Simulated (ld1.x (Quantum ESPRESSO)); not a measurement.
# What one change does to a pseudopotential (Zn, TM)

Zn (Z = 30), norm-conserving Troullier–Martins (Kleinman–Bylander form), made with ld1.x (Quantum ESPRESSO) 7.5 (PBEsol, scalar-relativistic). Core [Ne] 3s2, reference 3p6 3d9 4s0 4p0 (charge +3). Waves: 4s (bound, empty): rc 1.90 bohr; 3d (bound): rc 1.20 bohr; 3p (bound): rc 1.15 bohr. Local part: the p channel. Core correction: a·sin(br)/r model core inside 0.85 bohr.

Change: local potential the s channel.

Cutoffs: the cutoffs (Ry, on a coarse ladder) from which the occupation-weighted sum of valence levels, in a spherical-Bessel basis at the reference potential, stays within 10 and 1 mRy of its value at 400 Ry; they do not see the model core or the augmentation charge, which bear on the density cutoff. Errors are all-electron minus pseudo energies relative to the spin-unpolarised reference configuration.

Q: How do hardness, ghosts and transferability respond?

A: The bound ghost in s disappears; of the 7 tests that both files solve, the error grows in 6 and shrinks in 0 by more than 15 % and 0.3 meV (median size 46.8 → 225.2 meV); the range in which the p phases agree narrows (upper end at the end of the scan → -3.9); the range in which the d phases agree narrows (upper end -0.1 → -1.8). In the separable form a ghost depends on how the local part lies against the semilocal potential of the channel, so the choice of the local part can create or remove one.

| quantity | base | changed |
| --- | --- | --- |
| cutoff, loose | 180 Ry | 180 Ry |
| cutoff, tight | over 300 Ry | over 300 Ry |
| bound ghosts | s | none |
| error for 3p6 3d10 4s2 4p0, meV [ΔE -68.76 eV] | +75 | -194 |
| error for 3p6 3d10 4s1 4p0, meV [ΔE -58.86 eV] | +42 | -263 |
| error for 3p6 3d10 4s0 4p0, meV [ΔE -40.51 eV] | -19 | -354 |
| error for 3p6 3d10 4s1.5 4p0, meV [ΔE -64.81 eV] | +61 | -225 |
| error for 3p5 3d10 4s2 4p0, meV [ΔE 23.13 eV] | -123 | -144 |
| error for 3p6 3d10 4s1 4p1, meV [ΔE -63.63 eV] | +47 | -883 |
| error for 3p6 3d9 4s2 4p0, meV [ΔE -50.82 eV] | -22 | -24 |
| s: phases at 2.05 bohr within 0.05 rad from the reference energy up to (Ry; the scan ends near 5) | 2.4 | 2.1 |
| p: phases at 2.05 bohr within 0.05 rad from the reference energy up to (Ry; the scan ends near 5) | to the end of the scan | -3.9 |
| d: phases at 2.05 bohr within 0.05 rad from the reference energy up to (Ry; the scan ends near 5) | -0.1 | -1.8 |

 A true bound ghost makes a file unfit for plane-wave use even where its test errors are small: the radial tests pick states by their node count and pass the ghost by.
